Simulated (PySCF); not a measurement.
## Cost of excited-state runs on `Cc1cn[se]c1Cl`, [C4H4ClNSe]-, doublet, charge -1

Molfile (atoms numbered from 1):
```
C4H4ClNSe
     RDKit          3D

 11 11  0  0  0  0  0  0  0  0999 V2000
   -1.4331   -0.3139    0.0142 C   0  0  0  0  0  0  0  0  0  0  0  0
    0.0328   -0.0210   -0.0552 C   0  0  0  0  0  0  0  0  0  0  0  0
    1.0270   -0.9700    0.0496 C   0  0  0  0  0  0  0  0  0  0  0  0
    2.3164   -0.6325    0.0804 N   0  0  0  0  0  0  0  0  0  0  0  0
    2.4696    1.1743   -0.1603 Se  0  0  0  0  0  2  0  0  0  0  0  0
    0.5394    1.2593   -0.4088 C   0  0  0  0  0  0  0  0  0  0  0  0
   -0.3276    2.6919    0.2014 Cl  0  0  0  0  0  0  0  0  0  0  0  0
   -1.9007   -0.2226   -0.9709 H   0  0  0  0  0  0  0  0  0  0  0  0
   -1.9315    0.3930    0.6809 H   0  0  0  0  0  0  0  0  0  0  0  0
   -1.6005   -1.3259    0.3837 H   0  0  0  0  0  0  0  0  0  0  0  0
    0.8137   -2.0299    0.1591 H   0  0  0  0  0  0  0  0  0  0  0  0
  1  2  1  0
  2  3  1  0
  3  4  2  0
  4  5  1  0
  5  6  1  0
  6  7  1  0
  6  2  2  0
  1  8  1  0
  1  9  1  0
  1 10  1  0
  3 11  1  0
M  END
```

PySCF with density fitting, on 1 thread of an Intel Xeon, shared host. Command: `OMP_NUM_THREADS=1 python excited_run.py task.json out`

Problem. How long does this run take, and how much memory?
- open-shell absorption, BHandHLYP/def2-SVPD; 10 states; Tamm-Dancoff; IEF-PCM acetonitrile

Solution. 
| run | level | basis functions | wall time | peak memory (GiB) |
| --- | --- | --- | --- | --- |
| open-shell absorption | BHandHLYP/def2-SVPD | 200 | 2.1 min | 0.72 |

Times from a shared host are rough.
